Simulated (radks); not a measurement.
Spin polarisation of the 4p3 shell in neutral arsenic. Start: [Ar] 3d10 4s2 4p(up 1.5, down 1.5); electrons of 4p are moved from spin down to spin up, other shells keep equal spins. All-electron calculation, non-relativistic Kohn-Sham, PBE, spin-polarised, spherical densities, point nucleus. Program: a radial shooting solver on a logarithmic mesh with Libxc functionals. Estimate the energy gained and the exchange splitting at a moment of 3 Bohr magnetons.

Answer. At moment 3 the spin-polarisation energy is -1.692 eV and the 4p exchange splitting 2.299 eV, that is 0.766 eV per Bohr magneton; E = -I m^2/4 would give I = 0.752 eV.
